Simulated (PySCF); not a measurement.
# In+ (indium, charge +1) across methods

[Kr] 4d10 5s1 5p1, high-spin 3P determinant (an excited configuration). Computed with PySCF 2.14 in dyall-av2z, with no relativity, point nucleus.

```json
{"method": "LDA", "E (hartree)": "-5736.90", "mean ε 4d β (eV)": "-28.464", "mean ε 5s α (eV)": "-15.947", "mean ε 5p α (eV)": "-9.819", "Σ⟨r²⟩ (bohr²)": "45.00", "⟨S²⟩": "2.001"}
{"method": "PBE0", "E (hartree)": "-5741.87", "mean ε 4d β (eV)": "-30.780", "mean ε 5s α (eV)": "-16.707", "mean ε 5p α (eV)": "-10.663", "Σ⟨r²⟩ (bohr²)": "45.08", "⟨S²⟩": "2.001"}
{"method": "HSE06", "E (hartree)": "-5741.77", "mean ε 4d β (eV)": "-30.354", "mean ε 5s α (eV)": "-16.328", "mean ε 5p α (eV)": "-10.258", "Σ⟨r²⟩ (bohr²)": "45.13", "⟨S²⟩": "2.001"}
{"method": "M06", "E (hartree)": "-5742.04", "mean ε 4d β (eV)": "-30.974", "mean ε 5s α (eV)": "-16.563", "mean ε 5p α (eV)": "-10.329", "Σ⟨r²⟩ (bohr²)": "45.19", "⟨S²⟩": "2.001"}
{"method": "r2SCAN", "E (hartree)": "-5742.23", "mean ε 4d β (eV)": "-28.802", "mean ε 5s α (eV)": "-15.933", "mean ε 5p α (eV)": "-10.012", "Σ⟨r²⟩ (bohr²)": "44.91", "⟨S²⟩": "2.002"}
{"method": "UHF", "E (hartree)": "-5739.84274", "mean ε 4d β (eV)": "-37.288", "mean ε 5s α (eV)": "-19.240", "mean ε 5p α (eV)": "-12.977", "Σ⟨r²⟩ (bohr²)": "45.80", "⟨S²⟩": "2.002"}
{"method": "PBE", "E (hartree)": "-5741.70", "mean ε 4d β (eV)": "-28.257", "mean ε 5s α (eV)": "-15.656", "mean ε 5p α (eV)": "-9.750", "Σ⟨r²⟩ (bohr²)": "45.14", "⟨S²⟩": "2.001"}
{"method": "CAM-B3LYP", "E (hartree)": "-5742.46", "mean ε 4d β (eV)": "-32.211", "mean ε 5s α (eV)": "-18.129", "mean ε 5p α (eV)": "-11.794", "Σ⟨r²⟩ (bohr²)": "45.11", "⟨S²⟩": "2.001"}
```

A non-relativistic calculation at this Z misses sizeable relativistic shifts.
